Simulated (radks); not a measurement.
Values are calculated unless marked as measured or tabulated.
Charge is removed step by step from the 2p down level of O, starting from [He] 2s2 2p(up 3, down 1). Level of theory: scalar-relativistic Kohn-Sham, BLYP, spin-polarised, spherical densities, finite nucleus; Fermi nuclear charge, rms radius 2.6991 fm (a radial shooting solver on a logarithmic mesh with Libxc functionals).

removed (e)  E - E(0) (eV)  eigenvalue (eV)
0                    0.000           -7.231
0.25                 2.194          -10.356
0.5                  5.195          -13.689
0.75                 9.053          -17.211

The mean slope of the eigenvalue, de/dn, is 13.3 eV per electron.
